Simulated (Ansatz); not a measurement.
CH7GeNO, SMILES `N[CH2][GeH2][OH]`. Charge 0, multiplicity 1.

```xyz
11

N    -0.874   -0.589    1.535
C    -0.894   -0.084    0.169
Ge    0.928    0.385   -0.358
O     0.861    0.547   -2.138
H    -1.813   -0.738    1.883
H    -0.394   -1.478    1.586
H    -1.482    0.837    0.137
H    -1.317   -0.762   -0.584
H     1.911   -0.748    0.021
H     1.414    1.713    0.260
H     1.662    0.917   -2.513
```

List the harmonic frequencies (cm⁻¹, unscaled) at PBE0-D4/def2-TZVP in Ansatz. (Best estimate.)

Ansatz gave: 67, 134, 160, 254, 288, 474, 608, 641, 695, 770, 784, 885, 894, 922, 1087, 1101, 1255, 1344, 1480, 1663, 2108, 2131, 3002, 3100, 3525, 3606, 3908.

Is this a minimum?

Yes, all 27 modes are real.

Give the ideal-gas thermochemistry at 298.15 K and 1 bar (rigid rotor, harmonic oscillator; point group C1, symmetry number 1).

Zero-point energy 220.6 kJ/mol; H(298) − E = 241.3 kJ/mol; entropy 343.0 J/(mol·K), of which translation 168.7, rotation 108.1, vibration 66.2; G(298) − E = 139.0 kJ/mol. Modes under 100 cm⁻¹ are hindered rotations or soft bends, so the harmonic entropy is rough.

Rotational constants (cm⁻¹)?

0.4153, 0.08883, 0.07763.
